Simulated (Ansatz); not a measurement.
Abridged output of a molecular run in Ansatz:

```
Functional definition: HF
  name "HF"
  cite "Fock, Z. Phys. 61, 126 (1930) doi:10.1007/BF01340294"
  parent pbe
  exchange = exact_x
  correlation = 0
1073 factors; integrals over basis functions are off by at most 1.3e-3 eV
mean field evaluation 1: about -48474.3840 eV, gradient 3.2e1 eV
mean field evaluation 2: about -48474.3887 eV, gradient 3.2e1 eV
mean field evaluation 4: about -48476.8690 eV, gradient 2.9e0 eV
mean field evaluation 8: about -48476.8949 eV, gradient 1.4e-4 eV
mean field -48476.89492788 eV, -1781.4930297801 hartree, gradient 1.4e-6 eV, S^2 0.000000; 0 other end points of the search recorded, 0 dependent functions left out
22 core orbitals not correlated: weight in the atoms' cores, before any rotation towards them, 1.000 or more for the frozen orbitals, at most 0.000 for the correlated occupied ones
reference -48476.89492788 eV, -1781.4930297801 hartree; 19, 19 occupied and 74, 74 virtual orbitals, 1073 factors
second order -21.98327957 eV of doubles, -0.00000000 eV of singles
cycle   1  -22.91961029 eV  change   -9.4e-1 eV  update   9.4e-2
cycle   2  -23.37966936 eV  change   -4.6e-1 eV  update   2.6e-2
cycle   3  -23.47877174 eV  change   -9.9e-2 eV  update   1.2e-2
cycle   4  -23.47675414 eV  change    2.0e-3 eV  update   2.5e-3
cycle   5  -23.47609207 eV  change    6.6e-4 eV  update   9.2e-4
cycle   6  -23.47608853 eV  change    3.5e-6 eV  update   2.7e-4
cycle   7  -23.47596929 eV  change    1.2e-4 eV  update   8.1e-5
cycle   8  -23.47597627 eV  change   -7.0e-6 eV  update   2.4e-5
perturbative correction -0.54964844 eV, -0.0201992075 hartree
Total energy: -48500.92055259 eV, -1782.3759552029 hartree
```

Its atoms:

```xyz
9

C     0.0202   -0.0287    1.4357
O     0.7495    0.0267    0.2215
Si    0.1212    0.0310   -1.2590
Cl   -0.9702   -1.6520   -1.5887
Cl    1.6579    0.1216   -2.5625
Cl   -1.1066    1.6298   -1.5217
H     0.7423   -0.0226    2.2512
H    -0.5753   -0.9438    1.4904
H    -0.6388    0.8381    1.5332
```

Task: Which basis set was used?
A. def2-SVP
B. cc-pV(Q+d)Z
C. def2-SVPD
D. def2-TZVPPD

Result: A. It gives 115 functions.

Task: Write the keys of the input that set method, charge and spin (a neutral closed shell needs none for the last two).

Result: 
```yaml
correlation: {method: ccsd_t}
```
